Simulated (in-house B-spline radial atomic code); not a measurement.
## RPA and G0W0 on LDA exchange-only: Se V (Se4+)

Configuration [Ar] 3d10 4s2, mean-field start LDA exchange-only. Computed with an all-electron radial atomic-structure program (B-spline basis): all electrons, non-relativistic, point nucleus, each spin shell either full or empty, empty states to l = 9 with an (l + 1/2)⁻⁴ tail; G0W0 by contour deformation at full frequency.

Command:
```bash
python run_gw.py task.json out
```
Settings (radii: box in bohr, nucleus in fm):
```
Z                        34
electrons                30
configuration            [Ar] 3d10 4s2
hamiltonian              nr
method                   lda,
lmax                     9
spin_polarised           False
box_radius               11.96
intervals                51
ion_configuration        [Ar] 3d10 4s1
```

Time taken, with all properties: 5.6 s on 1 thread of Arm Neoverse N1, on a shared host.

Energies (hartree):

| term | value |
| --- | --- |
| mean-field total | -2391.37156 |
| Hartree-Fock functional on these orbitals | -2396.07738 |
| direct second order | -2.6656 |
| second-order exchange | 0.77354 |
| SOSEX correction | 0.70102 |

Problem. What is the RPA correlation energy, and what remains with SOSEX?

Solution. RPA gives -2.2869 hartree (-2.07 eV per electron); RPA + SOSEX gives -1.5859, and the second-order doubles -1.8921 hartree (no singles). SOSEX takes back 31 % of the RPA value.

Quasi-particle levels (eV):

```tsv
level	occupied	mean field	Σx - vxc	Σc	QP weight	G0W0
4s	yes	-59.76	-5.33	?	?	?
3d	yes	-103.77	-20.57	4.29	0.896	-120.05
4p	no	-47.00	5.64	-1.67	0.953	-43.02
```

G0W0 = mean field + (Σx - vxc) + Σc, with Σc (partial-wave tail included) taken at the quasi-particle energy. Only the outer levels were computed. Levels of low weight are left out.

Problem. Where does G0W0 put 4s?

Solution. At -67.30 eV, with Σc = -2.21 eV and a quasi-particle weight of 0.957. The tabulated removal energy is 68.3 ± 0.1 eV (NIST, semi-empirical); the calculation leaves out relativity, Breit and QED terms, and what these don't explain is the method's own error.

Problem. What does it cost to remove one electron (to [Ar] 3d10 4s1) by differences of total energies, each species on its own start (correlation terms add to the Hartree-Fock functional)?

Solution. LDA exchange-only 65.82 eV, Hartree-Fock functional 64.54 eV, + RPA 67.15 eV, + RPA + SOSEX 66.55 eV, + second order 67.63 eV. Tabulated: 68.3 ± 0.1 eV (NIST, semi-empirical); the calculation leaves out relativity, Breit and QED terms, and what these don't explain is the method's own error.
